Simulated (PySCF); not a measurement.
ClFH₂Si. Atoms are numbered in the order given.

```xyz
5

Si     0.5114     0.5551     0.0000
F     -0.7342     1.5518     0.0000
Cl    -0.1834    -1.3707     0.0000
H      1.2828     0.7820    -1.2305
H      1.2828     0.7820     1.2305
```
Charge 0, spin multiplicity 1.

Geometry: B3LYP-D3(BJ)/def2-TZVP.

These are TDA-PBE0/def2-SVPD run with PySCF values and carry that method's errors.

Vertical excitations.  State labels are in the subgroup Cs.

### Question
Estimate the UV-visible absorptions. (The exact figures need the calculation; the answer reports its results.)

### Answer

| state | symmetry | energy (eV) | λ (nm) | f | main pairs |
|---|---|---|---|---|---|
| S1 | A" | 7.77 | 160 | 0.009 | HOMO→LUMO 98 % |
| S2 | A" | 7.93 | 156 | 0.010 | HOMO→LUMO+1 98 % |
| S3 | A' | 8.50 | 146 | 0.036 | HOMO−1→LUMO 61 %, HOMO−1→LUMO+1 33 % |
| S4 | A' | 8.64 | 143 | 0.021 | HOMO−1→LUMO+1 64 %, HOMO−1→LUMO 30 % |
| S5 | A" | 8.83 | 140 | 0.020 | HOMO→LUMO+2 98 % |
| S6 | A" | 9.18 | 135 | 0.002 | HOMO−2→LUMO 97 % |
| S7 | A' | 9.38 | 132 | 0.031 | HOMO−1→LUMO+2 95 % |
| S8 | A' | 9.54 | 130 | 0.020 | HOMO−3→LUMO 90 % |
| S9 | A" | 9.54 | 130 | 0.036 | HOMO−2→LUMO+1 90 % |
| S10 | A' | 9.83 | 126 | 0.003 | HOMO→LUMO+4 64 %, HOMO−3→LUMO+1 28 % |
| T1 | A" | 7.31 | 170 | 0 | HOMO→LUMO 88 % |
| T2 | A" | 7.53 | 165 | 0 | HOMO→LUMO+1 90 % |
| T3 | A' | 7.93 | 156 | 0 | HOMO−1→LUMO 75 %, HOMO−1→LUMO+1 18 % |
| T4 | A' | 8.11 | 153 | 0 | HOMO−1→LUMO+1 74 %, HOMO−1→LUMO 19 % |
Triplets are in the Tamm–Dancoff approximation.
